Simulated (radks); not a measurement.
Task: These are the eigenvalues of the occupied orbitals of an atom or ion with whole-number occupations (eV). Method: Dirac Kohn-Sham, LB94 model potential, spin-unpolarised, spherical densities, finite nucleus; Fermi nuclear charge, rms radius of each element as measured or else 0.836 A^(1/3) + 0.57 fm; computed with a radial shooting solver on a logarithmic mesh with Libxc functionals.

1s1/2: -43626.04
2s1/2: -7146.092
2p1/2: -6773.040
2p3/2: -6248.063
3s1/2: -1632.561
3p1/2: -1471.279
3p3/2: -1366.870
3d3/2: -1084.239
3d5/2: -1061.576
4s1/2: -396.6508
4p1/2: -335.8925
4p3/2: -312.9709
4d3/2: -212.4691
4d5/2: -208.3159
5s1/2: -120.5198
5p1/2: -101.6954
5p3/2: -97.2744
4f5/2: -91.8315

Which element is it, and in what charge state? The configuration may be excited. Open shells, if any, fill j = l - 1/2 first.

Result: Z = 60, neodymium, charge +6: Nd6+ in [Kr] 4d10 4f2 5s2 5p4. The list shows which subshells hold electrons but not how many an open one holds; the 1s level, -1603.2 hartree, gives Z - s = 56.6 by -(Z - s)^2/2, which with screening and relativity narrows Z to a few neighbours, and the depths of the outer levels then fix element, charge and occupations together.
